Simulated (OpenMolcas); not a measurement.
Ni3+, Pd3+, Pt3+: d⁷ down the group

- Program: OpenMolcas 26.06
- Method: MS-CASPT2, IPEA 0.25 Eh, imaginary shift 0.1 Eh
- Basis: ANO-RCC-VQZP
- Scalar Hamiltonian: DKH2, point nucleus
- Spin-orbit coupling: RASSI with atomic mean-field integrals over the reference wave functions, term energies averaged over their components

Active space for each ion: 7 electrons in 5 orbitals (d); closed shells correlated by CASPT2: Ni3+ 3s 3p; Pd3+ 4s 4p; Pt3+ 5s 5p.

Computed levels in cm-1 above ⁴F_9/2:

```tsv
Level	Ni3+	Pd3+	Pt3+
⁴F_7/2	1160	2760	9740
⁴F_5/2	1999	4450	11060
⁴F_3/2	2570	5500	16360
⁴P_5/2	18370	13510	17360
⁴P_1/2	19230	15240	20850
²G_9/2	19360	15190	18880
²G_7/2	20460	17860	25780
²P_1/2	24170	21470	34060
²H_11/2	26650	20550	25190
weight of ⁴F in the lowest level (%)	100	97	84
```

Mixed levels, with the weight of the term that names them: Pt3+ ⁴F_5/2 (57 %), Pt3+ ⁴F_3/2 (50 %), Pt3+ ⁴P_1/2 (68 %), Pt3+ ²G_9/2 (58 %), Pt3+ ²P_1/2 (68 %).

Measured, with the error of the calculation in %. Measured levels: Ni3+ from Corliss and Sugar, J. Phys. Chem. Ref. Data 10, 197 (1981).

```json
{"Level": "⁴F_7/2", "Ni3+": "1190 (-2.5)"}
{"Level": "⁴F_5/2", "Ni3+": "2042 (-2.1)"}
{"Level": "⁴F_3/2", "Ni3+": "2621 (-2.0)"}
{"Level": "⁴P_5/2", "Ni3+": "18119 (+1.4)"}
{"Level": "⁴P_1/2", "Ni3+": "18958 (+1.4)"}
{"Level": "²G_9/2", "Ni3+": "19830 (-2.4)"}
{"Level": "²G_7/2", "Ni3+": "20948 (-2.3)"}
{"Level": "²P_1/2", "Ni3+": "24651 (-1.9)"}
{"Level": "²H_11/2", "Ni3+": "26649 (0)"}
```

The fine-structure level ⁴F_3/2 changes by a factor of 6.37 from Ni3+ to Pt3+.

Without spin-orbit coupling ⁴P lies 17610, 11750, 10210 cm-1 above ⁴F in that order; the difference to the level ⁴P_5/2, of either sign, comes from spin-orbit coupling, which also lowers the zero.

CASPT2 does not keep the components of a term degenerate, so their means are used; among the terms shown or strongly mixed into the levels shown the widest spread is 1200 cm-1 (3d⁷ ⁴F, Ni3+). The CASPT2 spread within a term exceeds the gap to the next term for 5d⁷ ²H and 5d⁷ ²D(1), so the order of their levels is uncertain (holds for Pt3+). Computed and measured levels are paired by configuration, term and J; levels that our copy of the source lacks, or whose pairing is in doubt (as where it misses far off the trend of its configuration), stay unpaired and out of the deviations. Levels of configurations outside the active space are missing.

A number in round brackets counts repeated terms of one configuration in the order of the reference energies.
